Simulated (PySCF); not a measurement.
Series CXY, Y = chloro, computed as singlets and as triplets. All species are isolated molecules in the gas phase. One relaxed conformer stands for each flexible species; it need not be the lowest. Strings in code marks are SMILES.

Method: PySCF with PBE0-D3(BJ)/def2-TZVP. All candidates: neutral, multiplicity 3. 

| Item | Result |
|---|---|
| highest occupied spin orbital | -6.25 eV |
| dipole moment | 0.82 D |

Q: Which member has these values?
(A) `C#C[C]Cl` (triplet; the order of the spin states depends on the level)
(B) `Cl[C]Cl` (excited triplet)
(C) `[CH]Cl` (triplet; the order of the spin states depends on the level)
(D) `[SiH3][C]Cl` (lower triplet)

A: A, `C#C[C]Cl` (triplet; the order of the spin states depends on the level). The others give `Cl[C]Cl` (excited triplet): -6.13 eV, 0.35 D; `[SiH3][C]Cl` (lower triplet): -6.50 eV, 0.47 D; `[CH]Cl` (triplet; the order of the spin states depends on the level): -6.41 eV, 0.78 D
